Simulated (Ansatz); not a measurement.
Molecular dynamics, step by step

CH₉GeN, closed shell, PBE0-D4/def2-SVP (Ansatz 0.2.0). Settings (timestep in fs, temperature in K; T counts 30 degrees of freedom):

```yaml
hamiltonian: {xc: pbe0, dispersion: d4}
md: {n_steps: 60, timestep: 0.25, temperature: 200, ensemble: nve, seed: 911, initial_velocities: maxwell_boltzmann}
```

Start, the saddle point found with PBE0-D4 in triple zeta (not stationary at another level):

```json
{"atom": "Ge1", "x (Å)": "-0.7238", "y (Å)": "-0.0930", "z (Å)": "0.0297"}
{"atom": "N2", "x (Å)": "0.5924", "y (Å)": "-0.9350", "z (Å)": "1.2904"}
{"atom": "H3", "x (Å)": "-1.2606", "y (Å)": "-1.4847", "z (Å)": "-0.4803"}
{"atom": "H4", "x (Å)": "-1.9208", "y (Å)": "0.5248", "z (Å)": "0.7625"}
{"atom": "C5", "x (Å)": "0.0317", "y (Å)": "0.7508", "z (Å)": "-1.5539"}
{"atom": "H6", "x (Å)": "0.7798", "y (Å)": "0.1993", "z (Å)": "1.4966"}
{"atom": "H7", "x (Å)": "0.3918", "y (Å)": "1.2749", "z (Å)": "1.1192"}
{"atom": "H8", "x (Å)": "0.1965", "y (Å)": "-1.4977", "z (Å)": "2.0378"}
{"atom": "H9", "x (Å)": "1.3497", "y (Å)": "-1.4463", "z (Å)": "0.8468"}
{"atom": "H10", "x (Å)": "0.0698", "y (Å)": "1.8294", "z (Å)": "-1.4157"}
{"atom": "H11", "x (Å)": "1.0507", "y (Å)": "0.3865", "z (Å)": "-1.6976"}
{"atom": "H12", "x (Å)": "-0.5574", "y (Å)": "0.4910", "z (Å)": "-2.4357"}
```

| step | time (fs) | potential energy less the start (meV) | kinetic energy (meV) | T (K) |
| --- | --- | --- | --- | --- |
| 0 | 0.00 | 0.0 | 258.5 | 200 |
| 4 | 1.00 | 4.8 | 253.7 | 196 |
| 8 | 2.00 | 35.3 | 223.3 | 173 |
| 12 | 3.00 | 73.7 | 185.0 | 143 |
| 16 | 4.00 | 99.6 | 159.1 | 123 |
| 20 | 5.00 | 106.3 | 152.4 | 118 |
| 24 | 6.00 | 103.1 | 155.5 | 120 |
| 28 | 7.00 | 101.8 | 156.8 | 121 |
| 32 | 8.00 | 97.0 | 161.8 | 125 |
| 36 | 9.00 | 68.6 | 190.2 | 147 |
| 40 | 10.00 | 5.5 | 253.2 | 196 |
| 44 | 11.00 | -86.7 | 345.3 | 267 |
| 48 | 12.00 | -200.9 | 459.5 | 355 |
| 52 | 13.00 | -323.5 | 582.2 | 450 |
| 56 | 14.00 | -446.6 | 705.0 | 545 |
| 60 | 15.00 | -567.8 | 826.5 | 639 |

Step 28, positions (Å) and forces (eV/Å):

| atom | x | y | z | Fx | Fy | Fz |
| --- | --- | --- | --- | --- | --- | --- |
| Ge1 | -0.722 | -0.091 | 0.033 | -0.710 | -1.126 | 0.152 |
| N2 | 0.565 | -0.916 | 1.240 | 0.536 | -0.111 | 0.786 |
| H3 | -1.249 | -1.488 | -0.474 | -0.062 | -0.015 | -0.147 |
| H4 | -1.984 | 0.374 | 0.794 | 0.377 | 0.332 | 0.008 |
| C5 | 0.034 | 0.724 | -1.527 | 0.294 | -0.299 | -0.200 |
| H6 | 0.838 | 0.277 | 1.488 | -0.569 | 0.459 | -0.248 |
| H7 | 0.500 | 1.275 | 1.155 | 0.137 | 0.251 | 0.153 |
| H8 | 0.204 | -1.482 | 2.014 | -0.040 | -0.061 | -0.184 |
| H9 | 1.377 | -1.377 | 0.839 | -0.008 | -0.322 | -0.283 |
| H10 | 0.060 | 1.786 | -1.346 | 0.183 | 0.747 | -0.162 |
| H11 | 1.061 | 0.338 | -1.612 | 0.053 | 0.150 | 0.011 |
| H12 | -0.488 | 0.473 | -2.461 | -0.190 | -0.005 | 0.114 |

Last step (60):

Ge1  (-0.725, -0.099, 0.037)
N2  (0.556, -0.905, 1.203)
H3  (-1.280, -1.462, -0.542)
H4  (-1.899, 0.406, 0.862)
C5  (0.052, 0.709, -1.499)
H6  (0.712, 0.709, 1.402)
H7  (0.683, 1.431, 1.279)
H8  (0.168, -1.524, 1.923)
H9  (1.319, -1.397, 0.734)
H10  (0.122, 1.826, -1.393)
H11  (1.104, 0.342, -1.528)
H12  (-0.493, 0.444, -2.433)
(Å)

The run took about 74 s on 4 CPU threads of an Arm Neoverse V2 (shared host).
